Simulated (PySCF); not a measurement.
Vertical excitations of a molecule C₄H₃N₂, multiplicity 2 from TDA-PBE/def2-SVPD in PySCF, as energy in eV (oscillator strength): 2.18 (0.001), 2.92 (0.001), 3.54 (0.028), 3.72 (0.001), 3.89 (0.001), 4.01 (0.000), 4.45 (0.010), 4.50 (0.001), 4.56 (0.002), 4.79 (0.000). Geometry optimised at r2SCAN-D4/def2-SVP. Other conformers were not sampled.

Task: Pick the molecule that these values belong to.
A. [c]1cncnc1
B. [c]1ncccn1
C. [c]1ccncn1
D. [c]1cnccn1

Result: D, [c]1cnccn1
